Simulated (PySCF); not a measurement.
# Hartree-Fock beside MP2: BH3O2Si

These are calculations, not measurements. The program is PySCF 2.14.0, an open-source quantum chemistry code, run on an isolated molecule that a program drew, which may never have been made. The molecule is BH3O2Si (charge 0, singlet), drawn as the SMILES string `BO[Si]O`.

The geometry was optimised and harmonic frequencies were computed with HF and MP2, all in the cc-pV(D+d)Z basis, for the commonest isotopes, with a restricted reference for singlets and an unrestricted one otherwise, and a frozen core in MP2. Each result is a local minimum of its method.

Geometry at the HF minimum:
```xyz
7
BH3O2Si, angstrom
B    -2.3984   -2.6360   -0.7405
O    -2.6411   -1.4788   -0.0776
Si   -1.5955   -0.4469    0.7540
O    -2.6825    0.6791    1.2366
H    -1.2809   -3.0826   -0.8014
H    -3.3203   -3.2016   -1.2625
H    -3.5977    0.5822    1.0027
```

Lengths of the bonds as drawn, in Å (atoms numbered as above):
| bond | HF | MP2 |
|---|---|---|
| B1-O2 | 1.355 | 1.372 |
| O2-Si3 | 1.688 | 1.732 |
| Si3-O4 | 1.638 | 1.662 |
| B1-H5 | 1.205 | 1.212 |
| B1-H6 | 1.201 | 1.207 |
| O4-H7 | 0.950 | 0.972 |

Rotational constants, in GHz:
| constant | HF | MP2 |
|---|---|---|
| A | 23.05 | 22.42 |
| B | 3.805 | 3.764 |
| C | 3.266 | 3.223 |

Harmonic frequencies in cm^-1, each column in rising order, so a row needn't be the same motion in every method:
| rank | HF | MP2 |
|---|---|---|
| 1 | 86 | 81 |
| 2 | 189 | 187 |
| 3 | 241 | 266 |
| 4 | 345 | 318 |
| 5 | 561 | 556 |
| 6 | 710 | 660 |
| 7 | 855 | 809 |
| 8 | 930 | 892 |
| 9 | 1089 | 1040 |
| 10 | 1149 | 1096 |
| 11 | 1268 | 1205 |
| 12 | 1409 | 1353 |
| 13 | 2655 | ? |
| 14 | 2730 | 2693 |
| 15 | 4116 | 3808 |

**Estimate the missing MP2 frequency from the HF column.**

A single factor s that minimises the squared misfit of MP2 against s times HF over the other rows is sum(HF x MP2) / sum(HF^2) = 0.9469, with an rms misfit of 40 cm^-1. For rank 13 it gives 0.9469 x 2655 = 2514 cm^-1. The calculation gives 2601 cm^-1, 87 cm^-1 above the estimate. The drawn bonds are on average 1.5 % longer in MP2 than in HF.
